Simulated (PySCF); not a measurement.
## Gas-phase XPS of H3SiCF3, computed

H3SiCF3.
Cartesian coordinates in Å at the PBE0-D3(BJ)/def2-SVP level; atoms count from 1:
```
atom  x, y, z in Å
F1     1.6212   -0.1695   -1.0074
C2     0.9427   -0.0072    0.1371
F3     1.3605    1.1423    0.6891
F4     1.3082   -1.0006    0.9606
Si5   -0.9682    0.0094   -0.1569
H6    -1.2687    1.1105   -1.1110
H7    -1.3574   -1.3116   -0.7198
H8    -1.6203    0.2455    1.1591
```

Theory: PySCF, delta-SCF UKS SCAN, pcX-2 on the ionised atom, pcseg-1 elsewhere, spin-free X2C. These are vertical core ionisation energies against the vacuum level, from separate self-consistent calculations with and without the core hole.

**Question.** List the computed XPS lines with their assignment.

**Answer.** 
```json
{"atom(s)": "F1/F3/F4", "environment": "fluorine of a CF3 group", "level": "F 1s", "binding energy (eV)": "693.90", "2p1/2 (eV)": "–", "count": "3"}
{"atom(s)": "C2", "environment": "CF3 carbon", "level": "C 1s", "binding energy (eV)": "297.69", "2p1/2 (eV)": "–", "count": "1"}
{"atom(s)": "Si5", "environment": "SiH3 silicon", "level": "Si 2p3/2", "binding energy (eV)": "107.82", "2p1/2 (eV)": "108.44", "count": "1"}
{"atom(s)": "Si5", "environment": "SiH3 silicon", "level": "Si 1s", "binding energy (eV)": "1847.53", "2p1/2 (eV)": "–", "count": "1"}
```

**Question.** Which photon energy gives electrons from Si 2p3/2 of Si5 a kinetic energy of 20 eV, and what is their de Broglie wavelength?

**Answer.** hν = 107.82 + 20 = 127.82 eV, recoil neglected; λ = 12.264 Å/√(E/eV) = 2.74 Å.

The first atom of each set that the bonding makes equivalent was ionised and stands for the set. Spin–orbit coupling isn't in the SCF: each 2p doublet comes from a relaxed spin-free hole plus a matrix of the shell (mean-field spin–orbit coupling and the ground-state 2p splitting), with 2p3/2 averaged over its two sublevels. 2p1/2 minus 2p3/2 (ligand field included): Si 0.62 eV. Geometry: PBE0-D3(BJ)/def2-SVP; no solvent, vibrations or thermal averaging.
